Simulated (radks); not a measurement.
Values are calculated unless marked as measured or tabulated.
Numerical settings for the gold ion Au+, [Xe] 4f14 5d10. Level of theory: Dirac Kohn-Sham, PBE, spin-unpolarised, spherical densities, finite nucleus; Fermi nuclear charge, rms radius 5.4371 fm (a radial shooting solver on a logarithmic mesh with Libxc functionals). The defaults (mesh step 0.008 in ln r, mesh end at 40 bohr or more with all orbitals vanishing there, Anderson mixing 0.5 over 9 steps, residual threshold near 1e-9 with the energy settled to 1e-9 hartree or 1e-11 of itself, here a cap of 56 iterations) give E = -19043.450 hartree and 5d5/2 at -14.732 eV in 14 iterations. Run on one thread of a shared host, so times are rough (Arm Neoverse V2): 0.14 s of CPU time, 0.14 s wall, 14 iterations on 2314 mesh points. One setting is changed at a time: mesh step in ln r 0.02; mesh step in ln r 0.012; mesh step in ln r 0.08; mesh end (bohr) 2; mesh end (bohr) 1; residual threshold 1e-05; residual threshold 0.001; mixing 1; linear mixing, mixing 1; linear mixing, mixing 0.8; mixing history 3; iteration cap 5. Which runs fail to converge, and which converge to a wrong energy?

Answer. Not converged within the cap: mesh step in ln r 0.08; linear mixing, mixing 1; linear mixing, mixing 0.8; iteration cap 5. Settled on a wrong energy, with an occupied level pushed above zero by the early mesh end: mesh end (bohr) 2 (+9.37 hartree); mesh end (bohr) 1 (+259 hartree). Apart from these: no run marked as converged misses the energy by more than 1 mhartree.
